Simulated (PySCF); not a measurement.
**Molecular orbitals of ZnGe**

r²SCAN0 at R = 2.479 Å; basis Zn pcseg-1, Ge pcseg-1; no relativity; PySCF 2.14. State: ³Σ⁻ (triplet), unpaired electrons π ↑↑. Only the outer orbitals are listed, counted within each symmetry.

| spin | orbital | occ. | ε (eV) | on Zn (%) | main shells (%) |
| --- | --- | --- | --- | --- | --- |
| α | 13σ | 1 | -13.40 | 24 | 75 Ge s, 16 Zn d |
| α | 14σ | 1 | -7.56 | 62 | 62 Zn s, 28 Ge p, 9 Ge s |
| α | 7π | 1 | -5.32 | 5 | 94 Ge p |
| α | 7π | 1 | -5.32 | 5 | 94 Ge p |
| α | 15σ | 0 | -2.76 | 53 | 50 Ge p, 33 Zn s, 19 Zn p |
| α | 8π | 0 | 1.87 | 85 | 85 Zn p, 9 Ge d |
| α | 8π | 0 | 1.87 | 85 | 85 Zn p, 9 Ge d |
| β | 13σ | 1 | -11.44 | 20 | 79 Ge s, 14 Zn s |
| β | 14σ | 1 | -7.22 | 72 | 71 Zn s, 14 Ge s, 14 Ge p |
| β | 15σ | 0 | -2.48 | 42 | 59 Ge p, 25 Zn p, 16 Zn s |
| β | 7π | 0 | -1.43 | 14 | 85 Ge p, 14 Zn p |
| β | 7π | 0 | -1.43 | 14 | 85 Ge p, 14 Zn p |

Question: Which are the highest filled and the lowest empty level, where do they sit, and how wide is the gap?

Answer: Highest filled α 7π at -5.32 eV (in %: 94 Ge p); lowest empty α 15σ at -2.76 eV (in %: 50 Ge p, 33 Zn s, 19 Zn p); the gap at r²SCAN0 is 2.56 eV.

* bond order (Mayer): 0.94
* ⟨S²⟩: 2.037
* charge on Zn (Mulliken, basis-dependent): 0.31
* charge on Zn (Löwdin, basis-dependent): 0.40
* dipole moment (positive dipole means Zn(−)Ge(+)): -3.07 D

Spin–orbit coupling is left out. The state was picked by a PBE0 search and need not be the measured ground state.
